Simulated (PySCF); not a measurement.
# Bond lengths and vibrations by method: CFH2OSi

These are calculations, not measurements. They come from PySCF 2.14.0, an open-source quantum chemistry program, on an isolated molecule that a program drew, which may never have been made. The molecule is CFH2OSi (charge 0, doublet), drawn as the SMILES string `[CH2][Si](=O)F`.

The geometry was optimised and harmonic frequencies were computed with HF and MP2, all in the cc-pV(D+d)Z basis, for the commonest isotopes, with a restricted reference for singlets and an unrestricted one otherwise, and a frozen core in MP2. Each result is a local minimum of its method.

Geometry at the HF minimum:
```xyz
6
CFH2OSi, angstrom
C    -0.8605    0.4435   -0.7954
Si    0.4803   -0.7564   -0.9926
O     0.6412   -2.0851   -0.3433
F     1.5135   -0.1304   -2.0255
H    -0.8742    1.3896   -1.3242
H    -1.6928    0.2382   -0.1329
```

Lengths of the bonds as drawn, in Å (atoms numbered as above):
```
  bond     HF    MP2
C1-Si2  1.810  1.822
Si2-O3  1.488  1.529
Si2-F4  1.589  1.616
 C1-H5  1.084  1.094
 C1-H6  1.083  1.094
```

Rotational constants, in GHz:
| constant | HF | MP2 |
|---|---|---|
| A | 7.968 | 7.801 |
| B | 7.128 | 6.843 |
| C | 3.762 | 3.645 |

Harmonic frequencies in cm^-1, each column in rising order, so a row needn't be the same motion in every method:
```
rank    HF   MP2
   1   261   240
   2   265   251
   3   372   335
   4   374   339
   5   662   642
   6   782   742
   7   831   780
   8   957   909
   9  1387     ?
  10  1490  1407
  11  3296  3212
  12  3410  3331
```

**Estimate the missing MP2 frequency from the HF column.**

A single factor s that minimises the squared misfit of MP2 against s times HF over the other rows is sum(HF x MP2) / sum(HF^2) = 0.9698, with an rms misfit of 21 cm^-1. For rank 9 it gives 0.9698 x 1387 = 1345 cm^-1. The calculation gives 1258 cm^-1, 87 cm^-1 below the estimate. The drawn bonds are on average 1.4 % longer in MP2 than in HF.
